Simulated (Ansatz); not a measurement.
Vertical ionisation energy (eV) of eight boron compounds: PBE beside PBE0, computed with Ansatz (a quantum-chemistry and plane-wave program) for isolated molecules in the bases named; differences from unrounded values. The eight are the first of their class met in an unordered collection, after screening for sound electronic states; none was chosen by its value. Functionals give these values as differences of separate SCF runs (ΔSCF), EOM-CCSD as a root; each molecule has one DFT geometry for both levels.

| molecule | basis | PBE0 | PBE | difference |
|---|---|---|---|---|
| C2H4BF2N, SMILES NB(F)/C=C\F | def2-SVPD | 9.89 | 9.63 | -0.26 |
| B(Cl)(Et)(OH) (C2H6BClO), SMILES CCB(Cl)O | def2-SVPD | 10.98 | 10.53 | -0.46 |
| C2H3BClNO, SMILES CB(Cl)N=C=O | def2-SVPD | 10.96 | 10.53 | -0.43 |
| B(Br)(Me)(NH2) (CH5BBrN), SMILES CB(Br)N | def2-SVPD | 10.15 | 9.86 | -0.29 |
| B(Br)2(Me) (CH₃BBr₂), SMILES CB(Br)Br | def2-SVPD | 10.39 | 10.02 | -0.37 |
| B(OH)(OMe)(NH2) (CH₆BNO₂), SMILES B(O)(N)OC | def2-SVPD | 10.04 | 9.69 | -0.35 |
| B(Cl)(Et)(NH2) (C2H7BClN), SMILES CCB(N)Cl | def2-SVPD | 10.40 | 9.94 | -0.46 |
| C3H7BO, SMILES B(C)(C=C)O | def2-SVPD | 10.01 | 9.89 | -0.12 |

PBE lies below PBE0 in 8 and above it in 0 of the eight; the mean signed difference is -0.34 and the largest -0.46 eV.
